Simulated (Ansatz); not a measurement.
Basis-set extrapolation for C6H16BN (`BN(C(C)C)C(C)C`) (PBE0-D4/def2-TZVP geometry, frozen core, the Gaussian-basis code of Ansatz). Multiplicity 1, RHF reference.

|  | def2-TZVPP | def2-QZVPP |
| --- | --- | --- |
| HF | -315.799622 | -315.814755 |
| MP2 correlation | -1.381738 | -1.467619 |
| CCSD(T) correlation | -1.522856 | not run |

Energies in hartree. Use E(X) = E(∞) + A·exp(−7.88·√X) for Hartree–Fock and E(X) = E(∞) + B·X^(−2.97) for correlation, with X = 3 and 4, and add CCSD(T) minus MP2 of the smaller set to the MP2 limit.

Q: What is the CCSD(T) energy at the basis-set limit?

A: HF limit: -315.814755 + (-0.015133) × 0.13774 = -315.81684. MP2 limit: -1.467619 + (-0.085881) × 0.74074 = -1.53123. Higher-order term: -1.522856 − (-1.381738) = -0.14112. Total: -317.48919 hartree, 4.54 eV below CCSD(T)/def2-TZVPP.
